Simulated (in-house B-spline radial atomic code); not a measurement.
Sn²⁺. Computed with a B-spline radial atomic code. Model: non-relativistic spherical atom: semilocal Troullier-Martins pseudo-atom, one channel per l, against all electrons, high spin, G0W0 and RPA with empty states to l = 8, local potential for every l without a channel, a model core (radius 0 = none) keeps its share of the functional.

Without relativity these are model numbers for so heavy an element.

What the tables leave out is listed at the end.

The pseudopotential gives back the lowest level of each angular momentum of its own functional in the configuration it was made in; a second state of the same l is only approximately right. Exact exchange, RPA and GW see the smooth pseudo-orbitals and miss the exchange with the core, for which the functional's share stands in. The column with an uncorrelated core keeps all orbitals and exact exchange, and so separates missing core correlation from pseudisation. Only the three outermost levels and the lowest empty one were computed. RPA here is direct RPA, with no exchange kernel, and its energies carry an (l + 1/2)⁻⁴ tail. A hybrid on a potential with a model core restores only its own semilocal share of the core's exchange.

Command:
```bash
python run_psgw.py task.json out
```
Settings (lengths in bohr, energies in hartree):
```
Z                      50
electrons              48
configuration          [Kr] 4d10 5s2
generated_in           [Kr] 4d10 5s2 5p2
functional             pbe,pbe
core_shells            7
radius_factor          1
core_correction        False
ion_configuration      [Kr] 4d10 5s1
```

Cost of the run: 80 s on 1 thread of Arm Neoverse N1, on a shared host.

Given: made with PBE; model core radius 0 bohr; local radius 0.994 bohr; mean-field start PBE.

Valence shells of the generating configuration: 4p, 4d, 5s, 5p.

Channel: s 2.119, p 0.795, d 0.879 (radii in bohr).

Computed: largest level miss in the spin-unpolarised generating configuration 0.055 eV; valence RPA correlation energy all-electron orbitals -1.1789 hartree; valence RPA correlation energy pseudo -1.3403 hartree; all-electron RPA polarisability, core included 14.016 bohr³; pseudo-atom RPA polarisability 14.016 bohr³; ionisation by mean-field pseudo minus all 0.05 eV; ionisation by RPA all-electron 29.803 eV.

```
     level  occupied  mean-field all-electron (eV)  mean-field pseudo minus all (eV)  G0W0 all-electron (eV)  G0W0 uncorrelated core minus all (eV)  G0W0 pseudo minus all (eV)  exchange self-energy all-electron (eV)  exchange self-energy pseudo (eV)
        5s         1                       -25.048                            -0.052                  -29.73                                 -0.022                      -1.302                                 -15.035                           -15.274
5p (empty)         0                       -17.744                            -0.141                 -14.585                                  0.021                       0.046                                 -5.0455                           -3.9371
```

(1) What is the ionisation by RPA pseudo minus all?

(2) What is the ionisation by mean-field all-electron?

Given: mean-field start PBE0.

Computed: valence RPA correlation energy pseudo -1.2848 hartree; all-electron RPA polarisability, core included 12.783 bohr³; pseudo-atom RPA polarisability 12.016 bohr³; ionisation by mean-field all-electron 29.154 eV; ionisation by mean-field pseudo minus all 0.539 eV; ionisation by RPA all-electron 29.626 eV.

| level | occupied | mean-field all-electron (eV) | mean-field pseudo minus all (eV) | G0W0 all-electron (eV) | G0W0 uncorrelated core minus all (eV) | G0W0 pseudo minus all (eV) | exchange self-energy all-electron (eV) | exchange self-energy pseudo (eV) |
| --- | --- | --- | --- | --- | --- | --- | --- | --- |
| 5s | 1 | -25.926 | -0.48 | -29.642 | -0.019 | -1.384 | -14.867 | -15.736 |
| 4d | 1 | -47.318 | 0.305 | -53.029 | 0.108 | 0.844 | -46.223 | -38.305 |
| 5p (empty) | 0 | -16.783 | 0.04 | -14.535 | 0.02 | 0.154 | -4.8021 | -3.7399 |

(3) What is the ionisation by RPA pseudo minus all?

(4) What is the valence RPA correlation energy all-electron orbitals?

Given: mean-field start Hartree-Fock.

Computed: valence RPA correlation energy pseudo -1.1484 hartree; all-electron RPA polarisability, core included 10.749 bohr³; pseudo-atom RPA polarisability 8.4009 bohr³; ionisation by mean-field all-electron 27.423 eV; ionisation by mean-field pseudo minus all 2.136 eV; ionisation by RPA all-electron 29.215 eV.

```tsv
level	occupied	mean-field all-electron (eV)	mean-field pseudo minus all (eV)	G0W0 all-electron (eV)	G0W0 uncorrelated core minus all (eV)	G0W0 pseudo minus all (eV)	exchange self-energy all-electron (eV)	exchange self-energy pseudo (eV)
5s	1	-27.651	-2.21	-29.419	-0.011	-1.407	-14.192	-17.165
4d	1	-54.494	1.638	-53.993	0.118	1.657	-46.259	-38.388
5p (empty)	0	-13.456	0.531	-14.458	0.015	0.538	-3.9619	-2.9804
```

(5) What is the valence RPA correlation energy all-electron orbitals?

(6) What is the ionisation by RPA pseudo minus all?

Results:

(1) 1.283 eV.

(2) 29.483 eV.

(3) 1.358 eV.

(4) -1.1232 hartree.

(5) -0.98808 hartree.

(6) 1.472 eV.

Among the listed levels the largest G0W0 shift of the pseudo-atom is +1.66 eV, for 4d on the Hartree-Fock start, while leaving the core uncorrelated moves that level by +0.12 eV. So pseudisation and the lost core exchange, not the missing core correlation, make the error. Not in the tables (levels of low weight, unsolved or above zero; the highest and the empty levels are kept at any weight): on PBE the G0W0 levels 4d (pseudo minus all +0.85 eV, weights 0.61 and 0.81), 4p (pseudo minus all -4.81 eV, weights 0.12 and -0.05); on PBE0 the G0W0 levels 4p (pseudo minus all -5.55 eV, weights 0.03 and 0.07); on Hartree-Fock the G0W0 levels 4p (pseudo minus all +7.44 eV, weights 0.06 and 0.04).
